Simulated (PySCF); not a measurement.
A family of related molecules: cyclic III–V and III–VI dimers. All species are isolated molecules in the gas phase. Strings in code marks are SMILES.

Method: PySCF 2.14.0 with CAM-B3LYP-D3(BJ)/def2-TZVP // CAM-B3LYP-D3(BJ)/def2-SVP. All candidates: neutral, multiplicity 1. Delta-SCF ions had no search for a lower state. 

* **dipole moment**: 1.05 D
* **vertical ionisation energy (Delta-SCF)**: 9.33 eV
* **HOMO–LUMO gap**: 8.48 eV

### Question
Which member has these values?
(A) `[AlH2-]1[SH+][AlH2-][SH+]1`
(B) `[SeH+]1[InH2-][SeH+][InH2-]1`
(C) `[InH2-]1[SbH2+][InH2-][SbH2+]1`
(D) `[GaH2-]1[SeH+][GaH2-][SeH+]1`

### Answer
B, `[SeH+]1[InH2-][SeH+][InH2-]1`. The others give `[GaH2-]1[SeH+][GaH2-][SeH+]1`: 0.05 D, 9.65 eV, 9.23 eV; `[InH2-]1[SbH2+][InH2-][SbH2+]1`: 0.00 D, 8.51 eV, 7.59 eV; `[AlH2-]1[SH+][AlH2-][SH+]1`: 0.01 D, 10.34 eV, 9.91 eV
